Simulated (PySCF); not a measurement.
## Calculated data, CH₄BNSi

Calculation on a computer-drawn molecule: the log of a Hartree-Fock and frozen-core CCSD(T) single point meant for a local Hartree-Fock minimum, with one planted fault or none, to be diagnosed. Offsets are logged minus clean, where the clean run is the same molecule without the fault. The reference is restricted for singlets and unrestricted otherwise, and also for a bond in bohr or an excited solution. Adding or removing an electron swaps singlet and doublet. The excited solution moves the top pair (singlet) or top alpha electron (doublet) to the lowest empty orbital. Highest occupied and lowest empty are orbital energies over both spins, largest force is the largest gradient component, triples share is (T) over the correlation energy, the T1 limit is 0.02 restricted and 0.045 unrestricted, electrons count all cores, a negative frequency is imaginary (commonest isotopes), and the dipole is about the centre of nuclear charge. Program: PySCF 2.14.0.

```xyz
8
formula=CH4BNSi meant_charge=0 meant_multiplicity=1 meant_basis=cc-pV(D+d)Z logged_electrons=36 logged_basis_functions=85 logged_SCF_converged=yes logged_spin_squared=0.9751 logged_highest_occupied=-8.0829 logged_lowest_empty=-0.19155 logged_largest_force=0.038061 logged_dipole_magnitude=0.66327 logged_SCF_stable_within_its_kind=no logged_energy_HF=-408.1436 possible_faults=no_fault,one_electron_removed,one_electron_added,multiplicity_raised_by_two,geometry_at_a_saddle_point,SCF_held_on_an_excited_solution,minimal_basis_STO-3G,one_bond_length_entered_in_bohr,all_coordinates_scaled planted_fault=one_bond_length_entered_in_bohr,row_1_of_the_drawn_bonds HF_energy_offset_from_clean_run=52.47
C     -0.0700     2.0410     0.2466
Si     0.1866    -0.6406     2.6471
B     -0.1617    -2.1926     1.3514
N     -0.3641    -3.1675     0.6247
H      0.0828     3.0189     0.7076
H     -1.0549     2.0304    -0.2361
H      0.6676     1.9115    -0.5548
H     -0.5263    -3.9457     0.0420
```

Units: logged_highest_occupied, logged_lowest_empty in eV; logged_largest_force in hartree/bohr; logged_dipole_magnitude in debye; logged_energy_HF in hartree; HF_energy_offset_from_clean_run in kcal/mol.

Drawn bonds:
```csv
atom,other atom,order
1,2,1
2,3,1
3,4,2
1,5,1
1,6,1
1,7,1
4,8,1
```

Notes: coupled-cluster numbers left out as unreliable.
